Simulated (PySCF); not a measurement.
**Two-photon absorption: `s1c(SC)cc(N)c1[S-]`, [C5H6NS3]-, charge -1**

Geometry:
```csv
atom,x (Å),y (Å),z (Å)
C1,3.158,0.193,0.493
S2,2.204,-0.767,-0.747
C3,0.597,-0.192,-0.407
C4,-0.411,-0.888,0.203
C5,-1.609,-0.173,0.296
N6,-2.769,-0.644,0.958
C7,-1.562,1.097,-0.264
S8,-2.818,2.212,-0.325
S9,0.056,1.397,-0.915
H10,2.851,-0.111,1.490
H11,2.953,1.248,0.337
H12,4.210,-0.021,0.333
H13,-0.281,-1.890,0.579
H14,-3.489,0.069,0.844
H15,-3.095,-1.521,0.564
```

Total charge -1.

Computed, not measured: PySCF, TDDFT BHandHLYP/def2-SVPD excited states, vertical, gas phase. Geometry: GFN2-xTB.

For a gas-phase anion, states above the detachment energy (about 1.4 eV, taken as minus the energy of the highest occupied orbital) lie in the continuum and depend on the basis.

How strongly do the lowest singlets absorb one photon, and two photons of half the energy?

δ for parallel linear polarisation; σ at the peak of a Lorentzian of half width 0.1 eV, single beam; Ω is circular over linear.
```tsv
state	E (eV)	f	photon λ (nm)	δ (au)	σ (GM)	Ω	main
S1	3.38	0.302	734	4080	17.06	0.78	HOMO→LUMO 0.57, HOMO→LUMO+2 0.31
S2	3.75	0.032	662	1300	6.70	0.44	HOMO→LUMO+1 0.29, HOMO→LUMO+2 0.25
S3	3.77	0.009	658	3430	17.86	0.53	HOMO→LUMO+3 0.31, HOMO→LUMO+2 0.29
S4	4.09	0.024	607	476	2.91	0.43	HOMO→LUMO+1 0.44, HOMO→LUMO+5 0.25
S5	4.17	0.007	594	55.5	0.35	0.84	HOMO−1→LUMO+2 0.49, HOMO−1→LUMO 0.27
```
